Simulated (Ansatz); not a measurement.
# A family of molecules: the dipole moment

One atom is swapped for its congeners: CBrClF2 `FC(F)(Cl)Br`; GeBrClF2 `[F][Ge]([F])([Cl])[Br]`; SnBrClF2 `[F][Sn]([F])([Cl])[Br]`. The Si member is missing. All are singlets with charge 0.

Shapes, held fixed at every level: PBE0-D4/def2-TZVP. Programs: Ansatz 0.2.0. Values in D.

```tsv
level	CBrClF2	GeBrClF2	SnBrClF2
PBE-D4/def2-TZVPP	0.30	1.36	1.76
r2SCAN-D4/def2-TZVPP	0.30	1.38	1.78
B3LYP-D4/def2-TZVPP	0.45	1.48	1.90
wB97M-V/def2-TZVPP	0.46	1.45	1.86
```

At wB97M-V/def2-TZVPP the dipole moment rises at every step, from 0.46 to 1.86 D. Every level shows the same order. For atoms past krypton def2 sets carry core potentials with scalar relativity. Relativity is left out for Br, Ge unless named. Magnitudes only: a dipole under 1 D may point either way.
